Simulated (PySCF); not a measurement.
Computed IR spectrum (relative IR intensity) of a molecule C5H5Cl. Geometry: PBE-D3(BJ)/def2-SVP. One conformer was computed; it need not be the lowest. Computed with PBE-D3(BJ)/def2-SVP (PySCF). Frequencies are harmonic and unscaled.

Lines under 2 % of the strongest are left out, and lines within 2 cm⁻¹ are merged.

| ν (cm⁻¹) | relative intensity |
|---|---|
| 288 | 2.4 |
| 348 | 39 |
| 460 | 26 |
| 658 | 90 |
| 786 | 19 |
| 839 | 4.3 |
| 843 | 36 |
| 865 | 47 |
| 943 | 37 |
| 983 | 3.3 |
| 1068 | 7.0 |
| 1084 | 26 |
| 1188 | 9.6 |
| 1262 | 65 |
| 1318 | 73 |
| 1341 | 12 |
| 1520 | 100 |
| 1603 | 50 |
| 2975 | 2.4 |
| 3142 | 16 |
| 3167 | 12 |
| 3173 | 2.6 |

Task: Identify the compound among the candidates.
A) CC#C/C=C\Cl
B) ClC1=CCC=C1
C) C=C=C/C=C/Cl
D) ClC1=CC=CC1

Result: D, ClC1=CC=CC1
